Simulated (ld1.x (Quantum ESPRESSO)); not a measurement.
## Cutoff test, Sn (Z = 50), TM

- Element: tin
- Generator: ld1.x (Quantum ESPRESSO) 7.5
- Type: norm-conserving Troullier–Martins (Kleinman–Bylander form)
- Functional: PBE
- Relativity: fully relativistic
- Frozen core: [Kr] 4d10
- Valence charge: 4
- Reference configuration: 5s2 5p2
- Partial waves: 5p (bound): rc 2.15 bohr; 5d channel at -0.2 Ry: rc 2.30 bohr; 5s (bound): rc 1.60 bohr
- Local potential: the s channel
- Core correction: a·sin(br)/r model core inside 1.10 bohr

Open shells are filled in proportion to 2j + 1 (rel_dist='average').

The pseudo-atom Hamiltonian at the reference potential is diagonalised in spherical Bessel functions j_l(qr) that vanish at 20 bohr, with q² up to the cutoff. All-electron valence levels (Ry): 5p1/2 -0.2940, 5p3/2 -0.2614, 5s -0.7747.

Question: How do the lowest levels (Ry) of each channel move with the cutoff, and are there ghosts?

Answer:

```json
{"cutoff (Ry)": "8", "p1/2 #1": "-0.2857", "p1/2 #2": "0.0212", "p3/2 #1": "-0.2568", "d3/2 #1": "0.0405", "d5/2 #1": "0.0405", "s #1": "-0.7145", "s #2": "-0.0284", "f #1": "0.1043", "Σ f·Δε (mRy)": "132.1"}
{"cutoff (Ry)": "15", "p1/2 #1": "-0.2936", "p1/2 #2": "0.0204", "p3/2 #1": "-0.2608", "d3/2 #1": "0.0372", "d5/2 #1": "0.0379", "s #1": "-0.7230", "s #2": "-0.0291", "f #1": "0.1043", "Σ f·Δε (mRy)": "104.4"}
{"cutoff (Ry)": "21", "p1/2 #1": "-0.2937", "p1/2 #2": "0.0204", "p3/2 #1": "-0.2611", "d3/2 #1": "-0.1332", "d5/2 #1": "-0.0129", "s #1": "-0.7530", "s #2": "-0.0318", "f #1": "0.1043", "Σ f·Δε (mRy)": "44.2"}
{"cutoff (Ry)": "35", "p1/2 #1": "-0.2940", "p1/2 #2": "0.0203", "p3/2 #1": "-0.2614", "d3/2 #1": "-3.3181", "d5/2 #1": "-2.4127", "s #1": "-0.7701", "s #2": "-0.0334", "f #1": "0.1043", "Σ f·Δε (mRy)": "9.3"}
{"cutoff (Ry)": "45", "p1/2 #1": "-0.2940", "p1/2 #2": "0.0203", "p3/2 #1": "-0.2614", "d3/2 #1": "-4.0711", "d5/2 #1": "-3.3406", "s #1": "-0.7712", "s #2": "-0.0335", "f #1": "0.1043", "Σ f·Δε (mRy)": "7.1"}
{"cutoff (Ry)": "60", "p1/2 #1": "-0.2940", "p1/2 #2": "0.0203", "p3/2 #1": "-0.2614", "d3/2 #1": "-4.4726", "d5/2 #1": "-3.8905", "s #1": "-0.7738", "s #2": "-0.0337", "f #1": "0.1043", "Σ f·Δε (mRy)": "1.8"}
{"cutoff (Ry)": "80", "p1/2 #1": "-0.2940", "p1/2 #2": "0.0203", "p3/2 #1": "-0.2614", "d3/2 #1": "-4.5401", "d5/2 #1": "-3.9880", "s #1": "-0.7740", "s #2": "-0.0337", "f #1": "0.1043", "Σ f·Δε (mRy)": "1.4"}
{"cutoff (Ry)": "110", "p1/2 #1": "-0.2940", "p1/2 #2": "0.0203", "p3/2 #1": "-0.2614", "d3/2 #1": "-4.5415", "d5/2 #1": "-3.9910", "s #1": "-0.7745", "s #2": "-0.0338", "f #1": "0.1043", "Σ f·Δε (mRy)": "0.4"}
{"cutoff (Ry)": "400", "p1/2 #1": "-0.2940", "p1/2 #2": "0.0203", "p3/2 #1": "-0.2614", "d3/2 #1": "-4.5445", "d5/2 #1": "-3.9939", "s #1": "-0.7747", "s #2": "-0.0338", "f #1": "0.1043", "Σ f·Δε (mRy)": "0.0"}
```

Result: ghost states, extra bound levels that the all-electron valence spectrum of the same l lacks: d3/2 at -61.8 eV, d5/2 at -54.3 eV (a true bound ghost makes a file unfit for plane-wave use); 10 mRy is reached at 35 Ry and 1 mRy at 90 Ry.

Its largest configuration-test error is -317 meV.
